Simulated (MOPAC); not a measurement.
MOPAC input (MNDO):

```
MNDO PRECISE GNORM=0.05 LET XYZ CHARGE=1 GEO-OK AUX(PRECISION=9) THREADS=1
C2H9GeO

C    -2.95420300 1   -0.53969400 1   -0.13590400 1
C    -1.69186300 1   -0.08446600 1    0.53888000 1
O    -0.51505900 1   -0.40415600 1   -0.34046100 1
Ge    1.28208500 1    0.27195100 1   -0.01098800 1
H    -3.79870400 1   -0.28295900 1    0.50624400 1
H    -2.97097400 1   -1.62322700 1   -0.27238600 1
H    -3.09474100 1   -0.04600200 1   -1.09680000 1
H    -1.63895100 1    0.99567800 1    0.65363900 1
H    -1.51050800 1   -0.57461900 1    1.49402500 1
H    -0.59699700 1   -1.29329500 1   -0.71860800 1
H     2.00528700 1   -0.41627100 1   -1.15972400 1
H     1.00798100 1    1.76223900 1   -0.14282400 1
H     1.56777200 1   -0.24577900 1    1.39385900 1
```

Output:

```
 *******************************************************************************
 **                                                                           **
 **                              MOPAC v23.2.5                                **
 **                                                                           **
 *******************************************************************************
 ** MOPAC's Digital Object Identifier: https://doi.org/10.5281/zenodo.6511958 **
 **                                                                           **
 ** Please cite the open-source release paper for use of this MOPAC version:  **
 ** J. E. Moussa and J. J. P. Stewart (2026)                                  **
 ** MOPAC: An open-source semiempirical molecular orbital program             **
 ** J. Open Source Softw., 11(119), 8025, https://doi.org/10.21105/joss.08025 **
 *******************************************************************************

                              MNDO CALCULATION RESULTS

 *******************************************************************************
 *  MNDO       - The MNDO Hamiltonian to be used
 *  GEO-OK     - OVERRIDE INTERATOMIC DISTANCE AND OTHER SAFETY CHECKS
 *
 *
 *
 *                 CHARGE ON SYSTEM = +1
 *
 *
 *
 *  LET        - OVERRIDE SOME SAFETY CHECKS
 *  PRECISE    - TIGHTER CRITERIA TO BE USED
 *  XYZ        - CARTESIAN COORDINATE SYSTEM TO BE USED
 *  GNORM      - EXIT WHEN GRADIENT NORM DROPS BELOW 0.050
 *  AUX        - OUTPUT AUXILIARY INFORMATION
 *******************************************************************************
MNDO PRECISE GNORM=0.05 LET XYZ CHARGE=1 GEO-OK AUX(PRECISION=9) THREADS=1
 C2H9GeO

   ATOM   CHEMICAL          X               Y               Z
  NUMBER   SYMBOL      (ANGSTROMS)     (ANGSTROMS)     (ANGSTROMS)

     1       C         -2.95420300  *  -0.53969400  *  -0.13590400  *
     2       C         -1.69186300  *  -0.08446600  *   0.53888000  *
     3       O         -0.51505900  *  -0.40415600  *  -0.34046100  *
     4      Ge          1.28208500  *   0.27195100  *  -0.01098800  *
     5       H         -3.79870400  *  -0.28295900  *   0.50624400  *
     6       H         -2.97097400  *  -1.62322700  *  -0.27238600  *
     7       H         -3.09474100  *  -0.04600200  *  -1.09680000  *
     8       H         -1.63895100  *   0.99567800  *   0.65363900  *
     9       H         -1.51050800  *  -0.57461900  *   1.49402500  *
    10       H         -0.59699700  *  -1.29329500  *  -0.71860800  *
    11       H          2.00528700  *  -0.41627100  *  -1.15972400  *
    12       H          1.00798100  *   1.76223900  *  -0.14282400  *
    13       H          1.56777200  *  -0.24577900  *   1.39385900  *

          CARTESIAN COORDINATES

    NO.       ATOM           X           Y           Z

     1         C         -2.9542     -0.5397     -0.1359
     2         C         -1.6919     -0.0845      0.5389
     3         O         -0.5151     -0.4042     -0.3405
     4        Ge          1.2821      0.2720     -0.0110
     5         H         -3.7987     -0.2830      0.5062
[...]
          NO. OF FILLED LEVELS    =         13
          MOLECULAR WEIGHT        =        121.6825         POINT GROUP:  C1

          MOLECULAR DIMENSIONS (Angstroms)

            Atom       Atom       Distance
            H    11    H     5     5.93446
            H    13    H     6     3.68471
            H    12    H     9     3.42854

          SCF CALCULATIONS        =         94

   ATOM   CHEMICAL          X               Y               Z
  NUMBER   SYMBOL      (ANGSTROMS)     (ANGSTROMS)     (ANGSTROMS)

     1       C         -2.86687878  *  -0.26145589  *  -0.27159336  *
     2       C         -1.67433544  *  -0.38754871  *   0.69420806  *
     3       O         -0.44573507  *  -0.71993191  *   0.01735644  *
     4      Ge          1.21135845  *   0.38034114  *  -0.14623398  *
     5       H         -3.76217754  *   0.03009603  *   0.31435155  *
     6       H         -3.09012309  *  -1.21958073  *  -0.78154579  *
     7       H         -2.69499571  *   0.51429031  *  -1.04390940  *
     8       H         -1.49206634  *   0.57920047  *   1.22754597  *
     9       H         -1.86673157  *  -1.17444665  *   1.46719817  *
    10       H         -0.46212455  *  -1.59517522  *  -0.36105534  *
    11       H          2.00187430  *  -0.52988279  *  -0.98176054  *
    12       H          0.68934179  *   1.59115003  *  -0.78956153  *
    13       H          1.60923163  *   0.50414413  *   1.26051260  *

                             CARTESIAN COORDINATES

   1    C       -2.866878780    -0.261455892    -0.271593356
   2    C       -1.674335438    -0.387548714     0.694208061
   3    O       -0.445735067    -0.719931915     0.017356438
   4   Ge        1.211358448     0.380341137    -0.146233984
   5    H       -3.762177542     0.030096035     0.314351545
   6    H       -3.090123086    -1.219580732    -0.781545787
   7    H       -2.694995713     0.514290315    -1.043909402
   8    H       -1.492066339     0.579200474     1.227545967
   9    H       -1.866731566    -1.174446647     1.467198170
  10    H       -0.462124554    -1.595175222    -0.361055339
  11    H        2.001874295    -0.529882787    -0.981760543
  12    H        0.689341788     1.591150033    -0.789561534
  13    H        1.609231634     0.504144131     1.260512598

           Empirical Formula: C2 H9 O Ge  =    13 atoms

      MOLECULAR POINT GROUP   :   C1

                  EIGENVALUES
 -49.27830 -38.15942 -29.77967 -25.31174 -23.52020 -21.20869 -20.57902 -19.53270
 -18.02357 -17.76084 -17.49101 -17.43455 -17.19507  -4.47694  -3.47441  -2.60042
  -2.50648  -1.85403  -1.41709  -0.99293  -0.35976  -0.07763   0.08462   0.19902
   1.49664

              NET ATOMIC CHARGES AND DIPOLE CONTRIBUTIONS

  ATOM NO.   TYPE          CHARGE      No. of ELECS.   s-Pop       p-Pop
    1          C          -0.020987        4.0210     1.22733     2.79366
    2          C           0.151363        3.8486     1.24432     2.60431
    3          O          -0.402916        6.4029     1.73795     4.66496
    4         Ge           1.826798        2.1732     0.89078     1.28242
    5          H           0.055323        0.9447     0.94468
    6          H           0.030957        0.9690     0.96904
    7          H           0.030274        0.9697     0.96973
    8          H           0.055281        0.9447     0.94472
    9          H           0.059152        0.9408     0.94085
   10          H           0.281690        0.7183     0.71831
   11          H          -0.358297        1.3583     1.35830
   12          H          -0.354300        1.3543     1.35430
   13          H          -0.354339        1.3543     1.35434
 DIPOLE           X         Y         Z       TOTAL
 POINT-CHG.    -0.872    -0.891     0.368     1.300
 HYBRID        -0.277    -0.724    -0.082     0.779
 SUM           -1.149    -1.615     0.286     2.003

          ATOMIC ORBITAL ELECTRON POPULATIONS

     Atom    s        px        py        pz
    1  C   1.22733   0.90751   0.95847   0.92768
    2  C   1.24432   0.74599   0.95487   0.90346
    3  O   1.73795   1.47455   1.40586   1.78454
    4 Ge   0.89078   0.30760   0.44584   0.52898
    5  H   0.94468
    6  H   0.96904
    7  H   0.96973
    8  H   0.94472
    9  H   0.94085
   10  H   0.71831
   11  H   1.35830
   12  H   1.35430
   13  H   1.35434

 **********************
 *                    *
 * JOB ENDED NORMALLY *
 *                    *
 **********************

 == MOPAC DONE ==
```

The dipole moment of an ion depends on the origin.

The geometry given is a B3LYP-D3(BJ)/def2-TZVP minimum.
